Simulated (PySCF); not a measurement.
Vertical excitations of a molecule C2H9NOSi from TDA-PBE0/def2-SVPD (PySCF), as energy in eV (oscillator strength): 5.71 (0.022), 6.04 (0.050), 6.79 (0.024), 6.92 (0.022), 7.09 (0.008), 7.22 (0.038), 7.68 (0.004), 7.71 (0.070), 7.97 (0.006), 8.05 (0.045). Lowest triplet (TDA): 5.43 eV. The structure is a stationary point at r2SCAN-D4/def2-SVP. One conformer was computed; it need not be the lowest.

**Question.** Identify the compound among the candidates.
A) CN[SiH2]OC
B) CCO[SiH2]N
C) CN[Si@H](C)O
D) CN(C)[SiH2]O

**Answer.** D, CN(C)[SiH2]O
